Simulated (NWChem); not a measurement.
Molecule: HfCl$_{3}$F; SMILES [F][Hf]([Cl])([Cl])[Cl]

```xyz
5

Hf     0.0000     0.0000     0.2572
F      0.0000     0.0000     2.1467
Cl    -0.6119     2.1224    -0.4951
Cl    -1.5321    -1.5911    -0.4951
Cl     2.1440    -0.5313    -0.4951
```
Atoms are numbered in this order, from 1.

Level: PBE0/def2-SVP with def2 effective core potentials on Hf (NWChem), optimised geometry, unscaled harmonic frequencies. def2 effective core potentials on Hf; no spin-orbit coupling.

### Question
List the harmonic frequencies with IR intensities, and the thermochemistry.

### Answer
```tsv
frequency (cm⁻¹)	IR intensity (km/mol)
96	2.0
96	2.0
96	6.5
138	5.6
138	5.6
386	10.9
399	86.7
399	86.7
686	101.8
```

| Item | Value |
|---|---|
| zero-point energy | 3.5 kcal/mol |
| thermal correction to the enthalpy at 298.15 K (with zero-point energy) | 8.7 kcal/mol |
| heat capacity Cv | 20.9 cal/(mol K) |
| entropy at 298.15 K and 1 atm (symmetry number 3) | 89.9 cal/(mol K) |

Rigid rotor and harmonic oscillator; modes under 100 cm⁻¹ make the entropy uncertain.
